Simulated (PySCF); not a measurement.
C7H11O (doublet state).
Z-matrix (Å and degrees, GFN2-xTB geometry), rows numbered from 1:
```
C 
C   1  1.5266
C   2  1.5090  1  112.16
C   3  1.5225  2  120.10  1   -72.68
C   4  1.5441  3  105.31  2   156.66
C   5  1.4862  4  105.59  3   -14.65
C   6  1.4407  5  110.21  4    16.53
O   3  1.3960  2  118.25  1   141.27
H   1  1.0870  2  110.16  3  -178.43
H   1  1.0870  2  111.01  3    61.64
H   1  1.0876  2  110.43  3   -58.45
H   2  1.0931  1  109.99  3  -121.31
H   2  1.0919  1  109.74  3   120.19
H   4  1.0898  3  110.63  2   -82.19
H   4  1.0898  3  109.55  2    37.38
H   5  1.0977  4  110.27  3   104.87
H   5  1.0936  4  111.99  3  -136.66
H   6  1.0707  5  124.59  4  -163.01
H   7  1.0822  3  123.09  8   -99.38
```

The hyperfine couplings belong to this conformer and change with its torsions.

The species is `CC[C@@]12CC[CH][C@@H]1O2` [radical].

The calculation used UKS B3LYP, pcH-1 on C H O, non-relativistic, mean-field spin-orbit, GIAO (PySCF). One conformer (not necessarily the lowest) at the GFN2-xTB geometry, without solvent, vibrations or thermal averaging. A GFN2-xTB geometry isn't a minimum of the functional, and hyperfine couplings can be far from their values at a DFT geometry. No stability test was run, so a lower SCF solution isn't excluded.

Question: What is the g tensor, term by term?

Answer: 
| Δg (ppm) | 1 | 2 | 3 |
| --- | --- | --- | --- |
| relativistic mass correction | -165 | -165 | -165 |
| gauge correction | 17 | 48 | 27 |
| orbital Zeeman/spin–orbit | 11 | 818 | 941 |
| total | -138 | 701 | 802 |

So g = 2.00218, 2.00302, 2.00312 and g_iso = 2.00277; the tensor is close to axial: the two nearest values differ by 11 % of g3 − g1. 

Question: What effective moment and Curie constant follow for a powder?

Answer: With the mean of g² = 4.0111 and S(S+1) = 0.75: μ_eff = √(⟨g²⟩S(S+1)) = 1.734 μB and χT = 0.12505·⟨g²⟩·S(S+1) = 0.376 cm³ K/mol (cgs; spin-Hamiltonian part alone).

Question: How much does each term add to the isotropic shift?

Answer: The orbital-Zeeman/spin–orbit term 590, the mass correction -165 and the gauge correction 31 ppm, for a total of 455 ppm. The orbital-Zeeman/spin–orbit term is the largest in size. The mass correction is the same along every axis, so the anisotropy comes from the other two: their spans along these axes are 31 (gauge) and 930 ppm (orbital Zeeman/spin–orbit).

Question: What are the electron Larmor frequencies g μB B/h along the three axes at 1200 mT?

Answer: 33.6276, 33.6417, 33.6434 GHz for g1, g2 and g3, a range of 15.8 MHz.

Question: In a frozen sample, at which fields do the three g values resonate at 9.5, 34, 94 and 263 GHz (hyperfine left aside), and which band first spreads them over more than twice a line width of 1.0 mT?

Answer: 
```csv
band,GHz,B(g3) mT,B(g2) mT,B(g1) mT,spread mT
X,9.5,338.85,338.87,339.01,0.16
Q,34.0,1212.72,1212.78,1213.29,0.57
W,94.0,3352.81,3352.98,3354.38,1.57
J,263.0,9380.74,9381.21,9385.14,4.40
```

The spread grows in proportion to the frequency. J band is the first where it exceeds 2.0 mT.

The Mulliken spin populations are largest on C6 (+0.96), O8 (+0.09), C7 (-0.09) and C5 (-0.08). No atom but C6 exceeds +0.15. The positive populations add up to 1.21 and the negative ones to -0.21, together 2S = 1. The angles at C6 add up to 360.0°, so it is planar; its axial dipolar tensor and the negative coupling of its proton fit spin in a p orbital normal to that plane.

The HOMO–LUMO gaps are 6.34 eV among the α and 5.40 eV among the β orbitals.
